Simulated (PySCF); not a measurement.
Two species compared at the same levels of theory.

First species: C6H14BP.
Z-matrix (Å and degrees, PBE0-D3(BJ)/def2-SVP geometry), rows numbered from 1:
```
B 
P   1  1.9164
C   2  1.8666  1  118.50
C   3  1.5314  2  106.94  1    64.57
C   3  1.5232  2  111.14  1  -174.56
C   3  1.5312  2  106.85  1   -53.58
C   2  1.7860  1  124.83  3  -152.73
C   7  1.3191  2   68.32  1  -106.99
H   1  1.2235  2  104.55  3    65.44
H   1  1.2235  2  105.14  3   -54.05
H   1  1.2205  2  104.21  3  -174.58
H   4  1.1024  3  109.64  2  -176.45
H   4  1.1015  3  111.55  2    64.25
H   4  1.0999  3  111.59  2   -56.82
H   5  1.1009  3  111.91  2   -60.98
H   5  1.1012  3  111.90  2    60.09
H   5  1.1021  3  109.49  2   179.57
H   6  1.0997  3  111.60  2    57.77
H   6  1.1024  3  109.59  2   177.52
H   6  1.1014  3  111.61  2   -63.09
H   7  1.0902  2  148.74  8   174.72
H   8  1.0903  2  148.94  7  -174.79
```

Second species: C5HF3.
SMILES: `C#CC#CC(F)(F)F`

Levels: CAM-B3LYP/def2-SVPD for dipole moment, HOMO energy, LUMO energy, HOMO–LUMO gap, static isotropic polarisability and electronic spatial extent ⟨r²⟩ about the centre of nuclear charge; TDDFT CAM-B3LYP/def2-SVPD for lowest singlet excitation; PBE0-D3(BJ)/def2-SVP for rotational constant A and rotational constant C. Geometries: PBE0-D3(BJ)/def2-SVP. Each species is one conformer at its optimised geometry, gas phase, non-relativistic unless stated; the electronic structure was computed with PySCF and density fitting.

Dipoles, sizes and rotational constants follow the conformer. The torsions of the flexible species, by atom-mapped SMILES:
- `[BH3-:1][P+:2]1([C:3]([CH3:4])([CH3:5])[CH3:6])[CH:7]=[CH:8]1`: B1–P2–C3–C4 65°

Task: Which of the two has the higher ⟨r²⟩, and by how much?

Result: The second: 1212 bohr² against 1193 bohr², a difference of 19 bohr².

Task: Which of the two has the higher rotational constant C, and by how much?

Result: The first: 1.224 GHz against 0.884 GHz, a difference of 0.340 GHz.

Task: Which of the two has the higher S1 energy, and by how much?

Result: The first: 5.70 eV against 4.61 eV, a difference of 1.09 eV.

Task: Which of the two has the higher static isotropic polarisability, and by how much?

Result: The first: 111.0 au against 65.0 au, a difference of 46.0 au.

Task: Which has the higher HOMO energy?

Result: The first: -8.89 eV against -9.62 eV, a difference of 0.73 eV.

Task: Which of the two has the higher dipole moment, and by how much?

Result: The first: 5.20 D against 2.95 D, a difference of 2.25 D.

Task: Which has the higher LUMO energy?

Result: The first: 0.08 eV against -0.63 eV, a difference of 0.71 eV.

Task: Which of the two has the higher rotational constant A, and by how much?

Result: The second: 5.735 GHz against 2.185 GHz, a difference of 3.550 GHz.

On the first: The dipole equals about 17.4 × 10⁻³⁰ C·m (1 D = 3.33564 × 10⁻³⁰ C·m). The 10 singlets span 5.70 to 7.83 eV, and their oscillator strengths add up to 0.28.

On the second: S1 lies 4.38 eV below the HOMO–LUMO gap. The polarisability is 9.63 Å³ as a volume (1 au = 0.148185 Å³), or 1.12 au for each of the 58 electrons.
